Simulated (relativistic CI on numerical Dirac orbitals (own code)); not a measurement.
**Radial parameters of Te6+**

Computed by Dirac-Coulomb-Breit CI, orbitals from a KLI potential per configuration, model QED (radiative potential, 1s self-energy scaled to tabulated hydrogen-like ionisation energies), unscaled Slater integrals (own radial code, finite nucleus).

Slater integrals F^k, G^k are unscaled and averaged over j, outside the closed core [Ar] 3d10 4s2; ζ comes from projecting the Hamiltonian with its Breit term on Σ l·s of the shell.

- 4p⁶4d⁹5s: ζ(4d) = 4763.1, G^2(4d,5s) = 18221 cm⁻¹; <r>(4d) = 0.9311, <r^2>(4d) = 1.006, <r>(5s) = 1.743, <r^2>(5s) = 3.386 (bohr units).
- 4p⁶4d⁹4f: ζ(4d) = 4721.6, F^2(4d,4f) = 70245, F^4(4d,4f) = 43309, G^1(4d,4f) = 81878, G^3(4d,4f) = 49619, G^5(4d,4f) = 34605, ζ(4f) = -13.691 cm⁻¹; <r>(4d) = 0.9354, <r^2>(4d) = 1.015, <r>(4f) = 1.531, <r^2>(4f) = 2.863 (bohr units).
- 4p⁶4d⁹5p: ζ(4d) = 4796.7, F^2(4d,5p) = 39340, G^1(4d,5p) = 12620, G^3(4d,5p) = 12103, ζ(5p) = 8890.6 cm⁻¹; <r>(4d) = 0.9293, <r^2>(4d) = 1.001, <r>(5p) = 1.946, <r^2>(5p) = 4.231 (bohr units).

In this model ζ of a weakly bound d, f or g electron outside closed shells comes out too small, for d by up to a factor of two or three and at times with the wrong sign; that of an outer p electron is too small as well.

Averages of the first 10 configurations, taken without configuration mixing, which lowers the lowest level and can move excited configurations by several eV; other configurations of the list can lie among them:

```tsv
Configuration	Parity	States	Average energy above the lowest level (eV)
4p⁶4d¹⁰	even	1	0.0
4p⁶4d⁹5s	even	20	39.3
4p⁶4d⁹4f	odd	140	71.3
4p⁶4d⁹5p	odd	60	52.7
4p⁶4d⁹5d	even	100	71.5
4p⁶4d⁹6s	even	20	78.6
4p⁶4d⁹6p	odd	60	84.1
4p⁶4d⁹5f	odd	140	90.8
4p⁶4d⁹6d	even	100	92.2
4p⁵4d¹⁰4f	even	84	154.7
```
